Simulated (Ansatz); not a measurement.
The Ge3–H4 bond of BeFGeH3 (SMILES [F][Be][GeH3]) is stretched (multiplicity 1, the rest rigid).
Geometry at rest (charge 0, multiplicity 1):
| atom | x (Å) | y (Å) | z (Å) |
|---|---|---|---|
| Be | -0.3470 | 0.9882 | -0.8966 |
| F | -0.6923 | 1.9715 | -1.7887 |
| Ge | 0.2051 | -0.5840 | 0.5299 |
| H | 1.1083 | -1.6594 | -0.1077 |
| H | 0.9752 | -0.0259 | 1.7441 |
| H | -1.0277 | -1.3213 | 1.0916 |

Frozen-core correlation. Filled d and f shells under p-block atoms count as core.

Programs: Ansatz (a first-principles code). Values without a source in brackets are computed.

FIC-MRCISD+Q on CASSCF(2,2)/cc-pVTZ, total energies (hartree):

```csv
R (Å),CASSCF,MRCISD,weight c² of the reference
1.542,-2191.368384,-2191.762752,0.90271
2.699,-2191.281275,-2191.666347,0.90313
4.936,-2191.249313,-2191.631898,0.90363
```

Task: Add the Davidson correction (E_MRCISD − E_CASSCF)(1 − c²)/c² and give the energies above the first point at the three levels.

Result: 
Corrections (hartree): -0.042503, -0.041302, -0.040801. Above the first point (kcal/mol):
- R = 2.699 Å: CASSCF 54.7, MRCISD 60.5, with the correction 61.2
- R = 4.936 Å: CASSCF 74.7, MRCISD 82.1, with the correction 83.2
